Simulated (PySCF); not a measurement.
A structure optimised at PBE-D3(BJ)/def2-TZVPD, used in a PySCF frequency run:

```xyz
3

Sr     0.0000     0.0000     0.4250
O      0.0000     0.0000    -1.6870
H      0.0000     0.0000    -2.6521
```
Charge 0, spin multiplicity 2.

Problem. Write its SMILES, formula and point group.

Solution. [OH][Sr], HOSr, C∞v

Problem. What are its rotational constants (standard atomic weights)?

Solution. 7.4432 GHz (linear rotor, B only)
